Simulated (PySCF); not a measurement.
PySCF 2.14 output of a UHF calculation on a single atom or ion in def2-QZVPPD, with the non-relativistic Hamiltonian (point nucleus):

```
SCF conv_tol = 1e-09
number electrons alpha = 2  beta = 2
cycle= 1 E= -51.082066517445  delta_E= -2.32e-11  |g|= 1.02e-06  |ddm|= 1.17e-05
converged SCF energy = -51.082066517445  <S^2> = 0  2S+1 = 1
```

The run itself started from symmetry-adapted Hartree-Fock orbitals and held the occupation by maximum overlap, so the iterations belong to that start.

Task: Which element, charge and spin multiplicity is this?

Result: N³⁺ (nitrogen, charge +3), multiplicity 1; the state was [He] 2s2, closed-shell 1S.
